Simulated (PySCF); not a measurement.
**Which determinant of BTe lies lowest?**

Unrestricted PBE0; B aug-cc-pVDZ, Te aug-cc-pVDZ-PP with ECP28; scalar-relativistic core potentials (PySCF 2.14). Outer shells of the fragments: B 2s2 2p1; Te 4d10 5s2 5p4.

Followed along the bond (rough minima from three points):

| 2Ms+1 | unpaired | ⟨S²⟩ at the start | R at minimum (Å) | Te (eV) |
| --- | --- | --- | --- | --- |
| 2 | σ ↑ | 0.78 | 1.97 | 0.00 |
| 4 | σ ↑, π ↑↑ | 3.76 | 2.15 | 2.42 |
| 2 | π ↑ | 0.75 | none in the scan | ≤ 1.20 |

Solutions found at the starting distance of 2.135 Å, counted from the lowest of them; the search is not exhaustive and high or unbound solutions are not listed, so other states can lie among these:

```tsv
2Ms+1	unpaired	term	E (eV)	⟨S²⟩	⟨Lz²⟩	μ (D)
2	σ ↑	²Σ⁺	0.00	0.78	0.00	-0.25
2	π ↑	²Π	0.91	0.75	1.01	2.14
4	σ ↑, π ↑↑	mixed	2.12	3.76	2.01	1.05
4	σ ↑, π ↑↑	mixed	2.47	3.76	2.01	0.77
2	σ ↑, π ↑↓	mixed	2.63	1.76	2.01	0.64
2	σ ↑, π ↑↓	mixed	3.09	1.77	2.01	1.18
2	π ↑	²Π	3.37	0.88	1.01	-0.89
4	π ↑↑↑	⁴Π	4.31	3.77	1.01	4.66
4	σ ↑↑, π ↑	⁴Π	5.52	3.76	1.02	-2.46
```

A term symbol is given only where ⟨S²⟩ and ⟨Lz²⟩ are close to those of a pure state; real π, δ and φ orbitals otherwise mix terms. A positive dipole means B(−)Te(+).

Spin–orbit coupling is left out. Counting both spins, an empty level lies below a filled one in some of these solutions, because spin and occupation are held.
